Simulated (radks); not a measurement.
Excited configurations of neutral vanadium: one electron is placed in a higher orbital outside [Ar] 3d4. The ground configuration is [Ar] 3d3 4s2. Calculated with a radial shooting solver on a logarithmic mesh with Libxc functionals: non-relativistic Kohn-Sham, LDA (Slater exchange, Perdew-Wang correlation), spin-polarised, spherical densities, point nucleus; open shells are filled with parallel spins first. Excitation = E - E(ground); binding = E(ion) - E, where the ion is the core of charge +1; n* = 1/sqrt(2 binding) in atomic units, and the quantum defect is n - n*.

outer orbital  excitation (eV)  binding (eV)     n*  quantum defect  eigenvalue (eV)  <r> (bohr)
4d                       4.327         1.626  2.893           1.107           -0.782       10.08
4f                       5.017         0.936  3.812           0.188           -0.465       17.07
5p                       4.175         1.778  2.766           2.234           -1.051       11.48
5d                       4.956         0.997  3.694           1.306           -0.583       19.37
6s                       4.677         1.276  3.265           2.735           -0.815       17.30
6f                       5.493         0.460  5.438           0.562           -0.295       44.04
7p                       5.284         0.669  4.509           2.491           -0.442       33.00

The Delta-SCF ionisation energy is 5.953 eV (NIST Atomic Spectra Database: 6.746 eV, measured). Self-interaction in the functional shifts the binding energies and quantum defects, so they are the method's values and not measured ones. Open shells are spherical and high-spin; term and fine-structure splittings are not resolved.
